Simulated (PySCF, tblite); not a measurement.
Compound: C₄H₁₃NOSi₃.
Z-matrix (Å and degrees, GFN2-xTB geometry), rows numbered from 1:
```
C 
C   1  1.3319
C   2  1.4536  1  120.15
O   3  1.2094  2  123.22  1  -165.81
Si  2  1.9004  1  128.72  3  -176.88
N   5  1.7409  2  105.40  1    -1.57
Si  6  1.7287  5  127.15  2  -164.62
Si  5  2.3175  2  109.79  1   122.73
C   8  1.8974  5  111.45  2   105.44
H   1  1.0772  2  121.61  3   179.83
H   1  1.0817  2  122.20  3     0.65
H   3  1.1085  2  116.21  1    15.20
H   5  1.4724  2  104.49  1  -110.61
H   6  1.0071  5  115.10  2    38.35
H   7  1.4682  6  111.66  5   -74.43
H   7  1.4591  6  106.65  5    45.66
H   7  1.4639  6  105.87  5   165.51
H   8  1.4791  5  111.58  2  -134.05
H   8  1.4738  5  112.19  2   -16.79
H   9  1.0861  8  111.30  5  -179.84
H   9  1.0869  8  111.65  5    59.74
H   9  1.0854  8  110.26  5   -60.25
```

Jobs on this species (22 atoms, 94 electrons) with PySCF (density fitting) and tblite. Hardware of each: one thread of an Intel Xeon at 2.50 GHz, no GPU, on a shared host. The host was shared with other jobs, so the times are rough.

| level and settings | work | basis functions | SCF cycles | wall time |
| --- | --- | --- | --- | --- |
| GFN2-xTB | L-BFGS relaxation | – | – | ? |
| GFN2-xTB | Hessian by finite differences | – | – | 4.9 s |
| PBE0/pcSseg-1 | shieldings, charges and field gradients, density and orbital grids written | 239 | 15 | 4.1 min |

Task: Fill in the missing figures.

Result: 
- GFN2-xTB; L-BFGS relaxation: 8.6 s

Task: What do all jobs in the table cost together?

Result: About 4.3 min; the longest takes about 95 % of that, and about 50 times as long as the shortest.
